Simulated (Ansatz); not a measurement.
Two structures of Si₂H₄Cl₄, singlet, reached by relaxing down either side of one saddle point (PBE0-D4/def2-TZVP). Energies are electronic, without zero-point energy. Computed with Ansatz 0.2.0 (basis: def2-TZVPP and def2-QZVPP); correlated methods freeze the cores. Extrapolation: Hartree–Fock as exp(−7.88 √X), correlation as X^−2.97. First:

```csv
atom,x (Å),y (Å),z (Å)
Si1,-1.0377,-0.0755,-0.9432
Si2,0.4266,-1.1724,0.5052
Cl3,-0.7619,-0.7090,-2.8637
Cl4,-2.9767,-0.4318,-0.4153
Cl5,-0.7724,1.9679,-0.9353
H6,1.0385,2.3804,0.7136
Cl7,1.9689,2.2538,1.5904
H8,0.1238,-2.6205,0.3777
H9,1.8187,-0.8891,0.0826
H10,0.1721,-0.7037,1.8880
```

Second:

Si1  (-1.326, 1.240, -1.328)
Si2  (1.385, -1.286, 1.386)
Cl3  (-0.052, -0.009, -2.300)
Cl4  (-2.293, 0.216, 0.136)
Cl5  (-2.694, 1.953, -2.650)
H6  (-0.581, 2.362, -0.747)
Cl7  (1.418, 0.767, 1.237)
H8  (0.333, -1.807, 0.486)
H9  (2.716, -1.797, 0.987)
H10  (1.093, -1.639, 2.793)
(Å)

(1) Which bonds change from the first to the second?

(2) Give the saddle point's structure and its height above each. (Judge from chemistry; the value comes from the calculation.)

The search had been set up for a four-centre ligand exchange (forming Si1–Cl7, Si2–H6, breaking Si1–Si2, H6–Cl7); from that guess it ended on this step instead.

The T1 diagnostic stays at or below 0.012. The end structure is not quite a true minimum (one mode of 39i cm⁻¹).

Answers

(1) Si₂H₃Cl₃ ([SiH3][Si]([Cl])([Cl])[Cl]) + HCl → SiHCl₃ ([Cl][SiH]([Cl])[Cl]) + SiH₃Cl ([SiH3][Cl]); bonds formed: Si1–H6, Si2–Cl7; bonds broken: Si1–Si2, H6–Cl7.

(2) By the calculation: 189.2 kJ/mol above the first and 279.5 kJ/mol above the second (CCSD(T) at an estimated basis limit (MP2 extrapolated from triple and quadruple zeta, plus CCSD(T) − MP2 in triple zeta)).
```xyz
10
angstrom
Si -0.9084 0.3950 -0.8758
Si 0.7563 -0.7438 0.7681
Cl -0.3862 -0.5894 -2.5707
Cl -2.6365 -0.3221 -0.0912
Cl -1.1594 2.3575 -1.3210
H 0.3755 0.8671 0.2564
Cl 1.5160 1.6287 1.2405
H -0.0791 -1.7998 0.0988
H 2.1312 -0.9870 0.3021
H 0.3905 -0.8060 2.1928
```

Labels in which every atom is bracketed show which atoms are joined, not bond orders.

For scale, one of the runs: CCSD(T)/def2-TZVPP, 308 basis functions, launched by `ansatz run in.yaml --threads 2 --pin off --events-out ev --progress --plain --max-ram 32768MiB --backend cuda --devices 0, --max-vram 18GiB`. The run took 18 s on 2 CPU threads of an AMD EPYC 7R13 and a share of one NVIDIA H100 (shared host), with 0.85 GiB of host memory at its peak.
